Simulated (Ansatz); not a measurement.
Isolated molecules relaxed with PBE0-D4/def2-TZVP in Ansatz; ΔE leaves out vibrations. CCSD(T)/CBS adds triple-zeta CCSD(T) − MP2 to the extrapolated MP2 energy (def2 sets, frozen cores). DFT in def2-TZVPP. HSE06 is defined as in plane-wave codes. One conformer a species, not always the lowest.

Reaction (redistribution): `N[Si](F)([SiH3])Cl` + `[NH2][Al]([SH])[Cl]` → `N[Si](N)([SiH3])Cl` + `[F][Al]([SH])[Cl]`

`N[Si](F)([SiH3])Cl`:

Z-matrix (Å, degrees):
```
Si
F 1 1.595
Si 1 2.334 2 112.4
N 1 1.695 2 106.2 3 -122.3
Cl 1 2.065 2 104.3 3 116.5
H 3 1.486 1 110.6 2 -53.7
H 3 1.488 1 108.2 2 -173.0
H 3 1.484 1 109.8 2 67.8
H 4 1.009 1 120.6 2 -44.5
H 4 1.007 1 120.3 2 168.3
```

`[NH2][Al]([SH])[Cl]`:

Cartesian coordinates in Å:
```
N 0.166 0.086 1.213
Al -0.422 -0.403 -0.366
S 0.296 0.451 -2.229
Cl -1.893 -1.884 -0.484
H 0.869 0.784 1.389
H -0.167 -0.310 2.076
H 1.151 1.277 -1.599
```

`N[Si](N)([SiH3])Cl`:

Cartesian coordinates in Å:
```
N 1.562 0.797 -0.420
Si 0.180 0.287 0.431
N 0.698 -0.912 1.529
Si -1.469 -0.261 -1.138
Cl -0.709 1.711 1.665
H 2.409 1.016 0.084
H 1.477 1.341 -1.263
H 0.176 -1.095 2.369
H 1.189 -1.727 1.197
H -1.066 -1.456 -1.931
H -1.700 0.866 -2.084
H -2.747 -0.567 -0.440
```

`[F][Al]([SH])[Cl]`:

```xyz
5

F    -1.339    1.699   -0.268
Al   -0.430    0.338   -0.230
S     1.091    0.165    1.288
Cl   -0.777   -1.152   -1.633
H     1.455   -1.051    0.843
```

```csv
level,ΔE (kJ/mol),difference from CCSD(T)/CBS
revPBE-D4,-14.2,-3.4
B97M-V,-9.4,1.4
HSE06-D4,-10.5,0.3
r2SCAN,-8.4,2.4
HSE06,-9.1,1.7
HF/def2-SVP,-9.8,1.0
HF/def2-TZVPP,-1.9,8.9
CCSD/def2-TZVPP,-8.2,2.6
MP2/def2-QZVPP,-12.7,-1.9
MP2/CBS(def2),-13.1,-2.3
CCSD(T)/CBS,-10.8,0
```

Largest T1 diagnostic among the species: 0.011.

In def2-TZVPP, CCSD(T) changes the Hartree–Fock value by −7.5 kJ/mol (the triples alone add −1.1 kJ/mol) and MP2 by −9.8 kJ/mol. At CCSD(T), def2-SVP lies −5.7 kJ/mol from the extrapolated value and def2-TZVPP +1.4 kJ/mol. Leaving LDA and LC-ωPBE aside and taking each functional with its dispersion term where it has one, the values, not all of them listed here, spread over 7.2 kJ/mol, from revPBE-D4 to CAM-B3LYP-D4.
